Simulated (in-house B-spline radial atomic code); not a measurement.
# Excitations of Tl⁺ by several methods

Full response, energies in eV; labels give the largest channel, * marks a mixed state, a dash one above the method's threshold, and an imaginary frequency an unstable closed-shell reference. Computed with a B-spline radial code for spherical atoms: linear response of the closed shell [Xe] 4f14 5d10 6s2 with each method's own kernel (bare exchange for TDHF, static screening on G0W0 levels for BSE, the adiabatic kernel for functionals); scalar-relativistic (spin-free one-electron X2C), finite nucleus, no spin-orbit coupling, no double excitations, S, P, D and F terms only; shells from n = 4 respond. Only terms of natural parity with L up to 3 were computed.

Spin-orbit coupling is strong here, so these LS terms don't match observed levels.

| method | 6s → 6p 3P | 6s → 6p 1P | 6s → 7s 3S | α (bohr³) |
| --- | --- | --- | --- | --- |
| TDHF | 5.261 | 8.193 | 11.519 | 24.08 |
| BSE on G0W0@HF | 7.093 | 9.410 | 13.171 | 20.34 |
| LDA VWN5 | 7.530 | 9.288 | 12.891 | 19.46 |
| PBE | 7.241 | 9.155 | 12.315 | 19.99 |
| PBE0 | 6.900 | 8.976 | 12.342 | 20.72 |
| B3LYP (VWN-RPA) | 7.124 | 9.034 | 12.487 | 20.31 |
| CAM-B3LYP | 6.905 | 8.873 | 12.506 | 20.71 |
| LC-wPBE | 6.444 | 8.672 | 12.453 | 21.54 |
| wB97X | 7.309 | 8.636 | 12.439 | 21.47 |
| HSE06 | 6.927 | 8.969 | 12.435 | 20.7 |
| BHandHLYP | ? | ? | ? | ? |
| BLYP | 7.339 | 9.152 | 12.370 | 19.81 |
| PBEsol | 7.270 | 9.209 | 12.480 | 19.86 |
| BP86 | 7.266 | 9.183 | 12.658 | 19.93 |
| LDA exchange-only | 6.863 | 9.037 | 11.836 | 20.16 |
| B97-1 | ? | ? | ? | ? |
| RPBE | 7.159 | 9.103 | 12.084 | 20.22 |
| OLYP | 7.132 | 9.122 | 11.863 | 20.12 |

Q: What does BHandHLYP give?

A: 6s → 6p 3P: 6.691; 6s → 6p 1P: 8.791; 6s → 7s 3S: 12.366; α: 21.29 (eV, bohr³).

Q: What does B97-1 give?

A: 6s → 6p 3P: 7.451; 6s → 6p 1P: 8.997; 6s → 7s 3S: 12.266; α: 20.58 (eV, bohr³).

Q: How do the methods fare for 6s → 6p 3P against experiment?

A: The measured term average is 7.098 eV (NIST). Among the methods with a real root, errors run from -1.84 eV (TDHF) to +0.43 eV (LDA VWN5); BSE on G0W0@HF is closest (-0.01 eV).

Q: How do the methods fare for 6s → 6p 1P against experiment?

A: The measured term average is 9.381 eV (NIST). Among the methods with a real root, errors run from -1.19 eV (TDHF) to +0.03 eV (BSE on G0W0@HF); BSE on G0W0@HF is closest (+0.03 eV).
